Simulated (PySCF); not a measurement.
## Field gradients at the hydrogen positions

C₆H₁₆Si₂.
Structure used (GFN2-xTB), in Å, numbered top down from 1:
```
atom  x, y, z in Å
C1    -1.086    2.446    0.192
C2    -0.661    1.737   -0.841
Si3   -0.546   -0.152   -0.891
C4     1.206   -0.588   -1.535
C5     2.331    0.267   -0.957
C6     2.463    0.124    0.553
Si7   -1.052   -1.172    1.132
C8    -2.911   -1.559    1.214
H9    -1.134    3.525    0.181
H10   -1.409    1.977    1.108
H11   -0.350    2.273   -1.731
H12   -1.471   -0.566   -1.975
H13    1.223   -0.485   -2.622
H14    1.418   -1.639   -1.326
H15    2.150    1.316   -1.200
H16    3.278   -0.020   -1.425
H17    3.333    0.670    0.911
H18    1.582    0.518    1.055
H19    2.576   -0.922    0.831
H20   -0.329   -2.442    1.321
H21   -0.730   -0.375    2.328
H22   -3.504   -0.655    1.104
H23   -3.183   -2.018    2.160
H24   -3.205   -2.240    0.421
```

Level: PBE0/pcSseg-1 (PySCF, non-relativistic); Q(2H) = 0.00286 b; rigid geometry, the same for H and D, with no vibrational averaging.

Question: Rank these positions by the coupling χzz of a deuteron there, largest first.
A. H21 (Si–H hydrogen)
B. H16 (methylene hydrogen)
C. H17 (methyl hydrogen)
D. H10 (vinylic hydrogen)
E. H22 (methyl hydrogen)
F. H12 (Si–H hydrogen)

Answer: D (222 kHz), E (218 kHz), C (212 kHz), B (202 kHz), A (107 kHz), F (102 kHz).

Tabulate Vzz, the asymmetry η and χzz = 234.96 MHz × Q × Vzz for every hydrogen position.

```tsv
atom	bonded to	bond length (Å)	Vzz (au)	η	χzz (kHz)
H9	C1	1.080	0.3302	0.04	222
H10	C1	1.079	0.3303	0.05	222
H11	C2	1.085	0.3246	0.03	218
H12	Si3	1.484	0.1513	0.01	102
H13	C4	1.092	0.3125	0.02	210
H14	C4	1.092	0.3109	0.03	209
H15	C5	1.093	0.3026	0.02	203
H16	C5	1.094	0.3007	0.02	202
H17	C6	1.088	0.3162	0.01	212
H18	C6	1.088	0.3138	0.02	211
H19	C6	1.088	0.3146	0.01	211
H20	Si7	1.473	0.1588	0.01	107
H21	Si7	1.473	0.1587	0.01	107
H22	C8	1.086	0.3241	0.01	218
H23	C8	1.086	0.3256	0.01	219
H24	C8	1.086	0.3245	0.01	218
```

Average by the element that carries the hydrogen.

on C: 214 kHz over 13 positions, mean bond length 1.088 Å; on Si: 105 kHz over 3 positions, mean bond length 1.477 Å.

How does χzz go with the bond length over the 13 C–H bonds?

A straight-line fit has a slope of -13.5 kHz for each 0.01 Å, with a correlation coefficient of -0.93, over lengths from 1.079 to 1.094 Å. The longer bonds have the smaller couplings here.

Give the 2H NMR doublet splittings at H24 for a magnetic field along the z, y and x axes of the gradient: 3χ/2, 3χ(1 + η)/4, 3χ(1 − η)/4.

With |χ| = 218.1 kHz and η = 0.009: 327, 165 and 162 kHz, to first order and without motion.

The structure is a single GFN2-xTB conformer in the gas phase; no vibrational or solvent corrections. GFN2-xTB bond lengths can be off by several hundredths of an ångström, more for odd bonds, and the gradients follow them. The small basis limits the accuracy of the gradients.
